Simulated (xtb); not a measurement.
xtb input (GFN2-xTB):

```bash
xtb mol.xyz --gfn 2 --sp --chrg -1 --uhf 0
```
mol.xyz:
```
12

C     -2.03777160    -0.16937816     0.02863602
C     -0.80155869     0.24959402    -0.78959506
C      0.41194753    -0.59836031    -0.56218718
C      1.40738607    -0.23961307     0.32359163
O      1.50773531     0.79975492     1.04096261
H     -2.32798233    -1.19876945    -0.20612753
H     -2.90571636     0.47960169    -0.16174131
H     -1.80316366    -0.12924215     1.09445665
H     -0.54746423     1.27900230    -0.51459585
H     -1.08846548     0.26583824    -1.85317233
H      0.49335769    -1.55348122    -1.07510310
H      2.23753221    -0.99444365     0.38591000
```

Output:

```
           -------------------------------------------------
          |                Calculation Setup                |
           -------------------------------------------------

           -------------------------------------------------
          |                 G F N 2 - x T B                 |
           -------------------------------------------------

        Reference                      10.1021/acs.jctc.8b01176
      * Hamiltonian:
        H0-scaling (s, p, d)           1.850000    2.230000    2.230000
        zeta-weighting                 0.500000
      * Dispersion:
        s8                             2.700000
        a1                             0.520000
        a2                             5.000000
        s9                             5.000000
      * Repulsion:
        kExp                           1.500000    1.000000
        rExp                           1.000000
      * Coulomb:
        alpha                          2.000000
        third order                    shell-resolved
        anisotropic                    true
        a3                             3.000000
        a5                             4.000000
        cn-shift                       1.200000
        cn-exp                         4.000000
        max-rad                        5.000000

          ...................................................
          :                      SETUP                      :
          :.................................................:
          :  # basis functions                  27          :
          :  # atomic orbitals                  27          :
          :  # shells                           17          :
          :  # electrons                        30          :
          :  max. iterations                   250          :
          :  Hamiltonian                  GFN2-xTB          :
          :  restarted?                      false          :
          :  GBSA solvation                  false          :
          :  PC potential                    false          :
          :  electronic temp.          300.0000000     K    :
          :  accuracy                    1.0000000          :
          :  -> integral cutoff          0.2500000E+02      :
          :  -> integral neglect         0.1000000E-07      :
          :  -> SCF convergence          0.1000000E-05 Eh   :
          :  -> wf. convergence          0.1000000E-03 e    :
          :  Broyden damping             0.4000000          :
          :  net charge                         -1          :
          :  unpaired electrons                  0          :
          ...................................................

 iter      E             dE          RMSdq      gap      omega  full diag
   1    -16.4667999 -0.164668E+02  0.424E+00    4.89       0.0  T
   2    -16.5509931 -0.841932E-01  0.169E+00    4.42       1.0  T
   3    -16.5515460 -0.552851E-03  0.994E-01    4.55       1.0  T
   4    -16.5505096  0.103643E-02  0.412E-01    4.38       1.0  T
   5    -16.5522092 -0.169959E-02  0.983E-02    4.48       1.0  T
   6    -16.5522201 -0.109320E-04  0.539E-02    4.48       1.0  T
   7    -16.5522247 -0.461800E-05  0.923E-03    4.48       3.1  T
   8    -16.5522250 -0.257820E-06  0.401E-03    4.48       7.2  T
   9    -16.5522250 -0.133329E-07  0.156E-03    4.48      18.5  T
  10    -16.5522250 -0.948921E-08  0.510E-04    4.48      56.6  T
  11    -16.5522250 -0.243686E-08  0.964E-05    4.48     299.6  T

   *** convergence criteria satisfied after 11 iterations ***

         #    Occupation            Energy/Eh            Energy/eV
      -------------------------------------------------------------
         1        2.0000           -0.4431904             -12.0598
       ...           ...                  ...                  ...
         9        2.0000           -0.2900890              -7.8937
        10        2.0000           -0.2609212              -7.1000
        11        2.0000           -0.2459466              -6.6925
        12        2.0000           -0.2317544              -6.3064
        13        2.0000           -0.2249757              -6.1219
        14        2.0000           -0.1300036              -3.5376
        15        2.0000           -0.1054397              -2.8692 (HOMO)
        16                          0.0591006               1.6082 (LUMO)
        17                          0.2731892               7.4339
        18                          0.2999280               8.1615
        19                          0.3130976               8.5198
        20                          0.3211800               8.7398
       ...                                ...                  ...
        27                          0.8058759              21.9290
      -------------------------------------------------------------
                  HL-Gap            0.1645404 Eh            4.4774 eV
             Fermi-level           -0.0231695 Eh           -0.6305 eV

 SCC (total)                   0 d,  0 h,  0 min,  0.008 sec
 SCC setup                      ...        0 min,  0.000 sec (  3.236%)
 Dispersion                     ...        0 min,  0.000 sec (  2.075%)
 classical contributions        ...        0 min,  0.000 sec (  0.668%)
 integral evaluation            ...        0 min,  0.001 sec ( 13.823%)
 iterations                     ...        0 min,  0.004 sec ( 49.537%)
 molecular gradient             ...        0 min,  0.002 sec ( 26.738%)
 printout                       ...        0 min,  0.000 sec (  3.593%)

         :::::::::::::::::::::::::::::::::::::::::::::::::::::
         ::                     SUMMARY                     ::
         :::::::::::::::::::::::::::::::::::::::::::::::::::::
         :: total energy             -16.353948964561 Eh    ::
         :: gradient norm              0.029002392111 Eh/a0 ::
         :: HOMO-LUMO gap              4.477371550357 eV    ::
         ::.................................................::
         :: SCC energy               -16.552219292054 Eh    ::
         :: -> isotropic ES            0.167881394006 Eh    ::
         :: -> anisotropic ES          0.014244196365 Eh    ::
         :: -> anisotropic XC          0.004301078085 Eh    ::
         :: -> dispersion             -0.007131533018 Eh    ::
         :: repulsion energy           0.198270327492 Eh    ::
         :: add. restraining           0.000000000000 Eh    ::
         :: total charge              -1.000000000000 e     ::
         :::::::::::::::::::::::::::::::::::::::::::::::::::::

           -------------------------------------------------
          |                Property Printout                |
           -------------------------------------------------

    * Orbital Energies and Occupations

         #    Occupation            Energy/Eh            Energy/eV
      -------------------------------------------------------------
         1        2.0000           -0.4431904             -12.0598
       ...           ...                  ...                  ...
         3        2.0000           -0.4016076             -10.9283
         4        2.0000           -0.3681825             -10.0188
         5        2.0000           -0.3389638              -9.2237
         6        2.0000           -0.3351268              -9.1193
         7        2.0000           -0.3146252              -8.5614
         8        2.0000           -0.2950308              -8.0282
         9        2.0000           -0.2900890              -7.8937
        10        2.0000           -0.2609212              -7.1000
        11        2.0000           -0.2459466              -6.6925
        12        2.0000           -0.2317544              -6.3064
        13        2.0000           -0.2249757              -6.1219
        14        2.0000           -0.1300036              -3.5376
        15        2.0000           -0.1054397              -2.8692 (HOMO)
        16                          0.0591006               1.6082 (LUMO)
        17                          0.2731892               7.4339
        18                          0.2999280               8.1615
        19                          0.3130976               8.5198
        20                          0.3211800               8.7398
        21                          0.3440225               9.3613
        22                          0.3563066               9.6956
        23                          0.3978642              10.8264
        24                          0.4241579              11.5419
        25                          0.4735083              12.8848
        26                          0.6650447              18.0968
        27                          0.8058759              21.9290
      -------------------------------------------------------------
                  HL-Gap            0.1645404 Eh            4.4774 eV
             Fermi-level           -0.0231695 Eh           -0.6305 eV

     #   Z          covCN         q      C6AA      α(0)
     1   6 C        3.746    -0.080    22.103     6.706
     2   6 C        3.800    -0.025    21.012     6.527
     3   6 C        2.884    -0.184    32.821     9.392
     4   6 C        2.757     0.153    24.658     8.132
     5   8 O        0.856    -0.640    27.117     6.982
     6   1 H        0.924    -0.003     3.107     2.757
     7   1 H        0.923    -0.017     3.377     2.874
     8   1 H        0.924     0.019     2.744     2.590
     9   1 H        0.924     0.014     2.830     2.631
    10   1 H        0.923    -0.036     3.759     3.032
    11   1 H        0.925    -0.077     4.830     3.437
    12   1 H        0.919    -0.125     6.516     3.992

 Mol. C6AA /au·bohr⁶  :       1498.935181
 Mol. C8AA /au·bohr⁸  :      31606.725001
 Mol. α(0) /au        :         59.051063

Wiberg/Mayer (AO) data.
largest (>0.10) Wiberg bond orders for each atom

 ---------------------------------------------------------------------------
     #   Z sym  total        # sym  WBO       # sym  WBO       # sym  WBO
 ---------------------------------------------------------------------------
     1   6 C    3.993 --     2 C    0.992     8 H    0.990     6 H    0.990
                             7 H    0.988
     2   6 C    3.983 --     3 C    1.020     1 C    0.992     9 H    0.977
                            10 H    0.974
     3   6 C    3.838 --     4 C    1.579     2 C    1.020    11 H    0.970
                             5 O    0.244
     4   6 C    3.970 --     3 C    1.579     5 O    1.439    12 H    0.919
     5   8 O    1.759 --     4 C    1.439     3 C    0.244
     6   1 H    1.000 --     1 C    0.990
     7   1 H    0.999 --     1 C    0.988
     8   1 H    1.000 --     1 C    0.990
     9   1 H    1.000 --     2 C    0.977
    10   1 H    0.999 --     2 C    0.974
    11   1 H    0.994 --     3 C    0.970
    12   1 H    0.984 --     4 C    0.919
 ---------------------------------------------------------------------------

Topologies differ in total number of bonds
Writing topology from bond orders to xtbtopo.mol

molecular dipole:
                 x           y           z       tot (Debye)
 q only:       -1.710      -0.352      -0.713
   full:       -1.849      -0.587      -0.853       5.387
molecular quadrupole (traceless):
                xx          xy          yy          xz          yz          zz
 q only:       -5.177      -2.369       3.090      -5.811      -3.621       2.087
  q+dip:       -4.343      -3.779       2.970      -5.290      -3.809       1.372
   full:       -4.419      -3.662       2.970      -5.835      -4.058       1.449

           -------------------------------------------------
          | TOTAL ENERGY              -16.353948964561 Eh   |
          | GRADIENT NORM               0.029002392111 Eh/α |
          | HOMO-LUMO GAP               4.477371550357 eV   |
           -------------------------------------------------
Note: The following floating-point exceptions are signalling: IEEE_UNDERFLOW_FLAG IEEE_DENORMAL
normal termination of xtb

------------------------------------------------------------------------
------------------------------------------------------------------------
 total:
 SCF:
```

It need not be the lowest isomer of its formula. Whether it binds its extra electron was not tested at this geometry.
